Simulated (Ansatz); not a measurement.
Cost and result for the atomization energy of `[O][SnH]([F])[Cl]` radical (5 atoms, 4 bonds).

```xyz
5

O     1.420    0.700   -1.145
Sn    0.048    0.064    0.119
F    -1.562    0.989   -0.299
Cl   -0.376   -2.126   -0.402
H     0.470    0.372    1.726
```

The species carries charge 0 and has multiplicity 2. Correlated methods include outer-core shells of Sn, which these sets cover unevenly. Sn takes the def2 core potential. The structure was optimised at the PBE0-D4/def2-TZVP level. Program: Ansatz. All runs use 4 threads of a server CPU on a shared host. Times are those of one run each, without the atoms' runs, and a repeat can differ threefold. Electronic energies, without spin–orbit coupling; frozen cores. CCSD(T)/CBS adds CCSD(T) − MP2 in def2-TZVPP to the MP2 limit, and its time is that of the two runs behind it. T1 = 0.015; ⟨S²⟩ of the reference is 0.76. With those shells the extrapolation isn't a true limit. B3LYP takes the VWN-RPA correlation (the form of Gaussian; ORCA's B3LYP/G).

CCSD(T)/CBS is a level of theory with its own doubt, some kJ/mol a heavy atom from the limit and from the frozen cores, so smaller differences don't rank the functionals.

```
                            level  functions  wall time  atomization (kJ/mol)  difference from CCSD(T)/CBS  per bond
             revPBE-D4/def2-TZVPP        168      8.5 s                1297.2                        -32.4      -8.1
               PBE0-D4/def2-TZVPP        168        9 s                1291.1                        -38.5      -9.6
                 CCSD(T)/def2-SVP         77        9 s                1153.7                       -175.9     -44.0
               BLYP-D4/def2-TZVPP        168      9.5 s                1316.0                        -13.6      -3.4
B3LYP-D4/def2-TZVPP (with forces)        168       14 s                1291.2                        -38.4      -9.6
            r2SCANh-D4/def2-TZVPP        168       16 s                1304.4                        -25.2      -6.3
                B2PLYP/def2-TZVPP        168       18 s                1278.0                        -51.6     -12.9
                B97M-V/def2-TZVPP        168       19 s                1358.1                         28.5       7.1
              PBE-QIDH/def2-TZVPP        168       19 s                1274.9                        -54.7     -13.7
               ωB97X-V/def2-TZVPP        168       21 s                1332.8                          3.2       0.8
                   MP2/def2-QZVPP        296       46 s                1337.5                          7.9       2.0
               CCSD(T)/def2-TZVPP        168    2.6 min                1261.5                        -68.1     -17.0
                CCSD(T)/CBS(def2)          –    3.4 min                1329.6                          0.0       0.0
```

The D4 term adds +18.4 kJ/mol with B3LYP and +9.6 kJ/mol with PBE0; it sums over pairs of atoms, weighted by their polarisabilities, and B3LYP, whose exchange is more repulsive, gets the larger term. From r2SCAN to r2SCAN0 (25 % exact exchange), in def2-TZVPP and without D4, the atomization energy moves by −61.8 kJ/mol: exact exchange takes away binding that semilocal exchange gives to molecules. In def2-TZVPP, CCSD(T) changes the Hartree–Fock value by +426.4 kJ/mol (the triples alone add +36.3 kJ/mol) and MP2 by +459.5 kJ/mol; breaking electron pairs costs correlation energy, which Hartree–Fock lacks.

Spin–orbit coupling would lower the free Sn atoms strongly, and the atomization energy with them, by more than many differences here. For some Ge, Se and Sn compounds the MP2-based and the directly extrapolated limit differ by 10 to 25 kJ/mol.
